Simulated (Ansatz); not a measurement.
Abridged output of a molecular run in Ansatz:

```
Functional definition: HF
1769 factors; integrals over basis functions are off by at most 1.2e-3 eV
mean field evaluation 1: about -16817.9615 eV, gradient 4.8e1 eV
mean field evaluation 2: about -16818.3029 eV, gradient 4.9e1 eV
mean field evaluation 4: about -16822.6890 eV, gradient 4.2e0 eV
mean field evaluation 8: about -16822.7537 eV, gradient 2.9e-1 eV
mean field -16822.75393496 eV, -618.2248042375 hartree, gradient 3.0e-6 eV, S^2 0.000000; 0 other end points of the search recorded, 0 dependent functions left out
10 core orbitals not correlated: weight in the atoms' cores, before any rotation towards them, 1.000 or more for the frozen orbitals, at most 0.000 for the correlated occupied ones
reference -16822.75393496 eV, -618.2248042375 hartree; 19, 19 occupied and 266, 266 virtual orbitals, 1769 factors
second order -32.21319497 eV of doubles, -0.00000000 eV of singles
cycle   1  -32.37977278 eV  change   -1.7e-1 eV  update   1.1e-1
cycle   2  -33.09561287 eV  change   -7.2e-1 eV  update   3.2e-2
cycle   3  -33.25710461 eV  change   -1.6e-1 eV  update   1.6e-2
cycle   4  -33.23971341 eV  change    1.7e-2 eV  update   3.2e-3
cycle   5  -33.23901786 eV  change    7.0e-4 eV  update   1.4e-3
cycle   6  -33.24007789 eV  change   -1.1e-3 eV  update   4.1e-4
cycle   7  -33.23985062 eV  change    2.3e-4 eV  update   1.6e-4
cycle   8  -33.23975395 eV  change    9.7e-5 eV  update   4.0e-5
cycle   9  -33.23976383 eV  change   -9.9e-6 eV  update   1.4e-5
perturbative correction -1.13179939 eV, -0.0415928606 hartree
Total energy: -16857.12549819 eV, -619.4879358883 hartree
```

Its atoms:

Z-matrix (Å, degrees):
```
C
O 1 1.411
H 1 1.094 2 111.3
H 1 1.091 2 108.1 3 -119.5
H 1 1.095 2 111.2 3 121.6
Si 2 1.623 1 125.9 3 -54.7
O 6 1.612 2 108.9 1 169.0
F 6 1.597 2 107.7 1 48.2
H 6 1.471 2 113.8 1 -70.5
C 7 1.413 6 126.6 2 -48.1
H 10 1.094 7 110.9 6 -71.5
H 10 1.091 7 108.0 6 169.5
H 10 1.093 7 111.2 6 50.0
```

Q: Which basis set was used?
A. def2-SVPD
B. cc-pV(Q+d)Z
C. def2-TZVPP
D. cc-pV(D+d)Z

A: C. It gives 295 functions.

Q: Write the keys of the input that set method, charge and spin (a neutral closed shell needs none for the last two).

A: 
```yaml
correlation: {method: ccsd_t}
```
